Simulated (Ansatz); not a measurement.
Reaction: SiH2Cl2 (dichlorosilane, SMILES Cl[SiH2]Cl) → SiH2Cl (SMILES Cl[SiH2], doublet) + Cl (doublet) (the Cl-Si bond breaks)
Each species at its own B3LYP-D3(BJ)/def2-TZVP minimum (Ansatz, a first-principles code).

Total energies in hartree (Ansatz). Open shells are spin-unrestricted; no spin-orbit coupling. Correlated methods leave the cores frozen. No relativity.

```csv
species,HF/cc-pV(T+d)Z,CCSD(T)/cc-pV(T+d)Z,HF/cc-pV(Q+d)Z,CCSD(T)/cc-pV(Q+d)Z,CCSD(T)/cc-pV(D+d)Z,CCSDT(Q)/cc-pV(D+d)Z
"1: SiH2Cl2 (dichlorosilane, SMILES Cl[SiH2]Cl)",-1209.26106,-1209.82762,-1209.27209,-1209.88843,-1209.63540,-1209.63708
"2: SiH2Cl (SMILES [SiH2]Cl, doublet)",-749.64021,-749.98071,-749.64739,-750.01545,-749.86970,-749.87098
3: Cl (doublet),-459.48556,-459.67356,-459.48916,-459.69449,-459.60403,-459.60445
```

Q: Work out the bond dissociation energy (electronic) in kJ/mol: take Hartree-Fock from cc-pV(Q+d)Z, extrapolate the CCSD(T) correlation energy as X^-3 (X = 3, 4), and add CCSDT(Q) - CCSD(T) in cc-pV(D+d)Z. 1 hartree = 2625.5 kJ/mol.

A: 
Species 1: correlation (64·(-0.61634) - 27·(-0.56656))/37 = -0.65267; step -0.00168; E1 = -1209.27209 + (-0.65267) + (-0.00168) = -1209.92644
Species 2: correlation (64·(-0.36806) - 27·(-0.34050))/37 = -0.38817; step -0.00128; E2 = -749.64739 + (-0.38817) + (-0.00128) = -750.03684
Species 3: correlation (64·(-0.20533) - 27·(-0.18800))/37 = -0.21798; step -0.00042; E3 = -459.48916 + (-0.21798) + (-0.00042) = -459.70756
-1·E1 +1·E2 +1·E3 = 0.18204 hartree = 477.9 kJ/mol.
